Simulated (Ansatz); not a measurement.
Computed with Ansatz on PBE0-D4/def2-TZVP structures; ΔE is electronic, products minus reactants. CBS: MP2 limit from def2 TZ/QZ plus the TZ coupled-cluster correction, frozen cores. For Se outer-core shells are correlated without core-valence functions, which leaves a few kJ/mol of doubt a bond. Scalar relativity is left out up to krypton. One conformer a species, not always the lowest.

Reaction (isomerisation): `O[SiH2]/C=C/[SeH]` → `C[SiH2][Se]C=O`

```
            species  SCS-MP2/def2-TZVPP energy (Eh)
`O[SiH2]/C=C/[SeH]`                     -2843.91334
   `C[SiH2][Se]C=O`                     -2843.90888
```

Question: Work out ΔE.

Answer: ΔE = (-2843.90888) − (-2843.91334) = 0.00446 Eh = +11.7 kJ/mol. CCSD(T)/CBS gives +9.8 kJ/mol.

Largest T1 diagnostic among the species: 0.014.

In def2-TZVPP, CCSD(T) changes the Hartree–Fock value by −10.2 kJ/mol (the triples alone add −5.3 kJ/mol) and MP2 by −9.2 kJ/mol. From PBE to PBE0 (25 % exact exchange), in def2-TZVPP and without D4, ΔE moves by +13.3 kJ/mol.
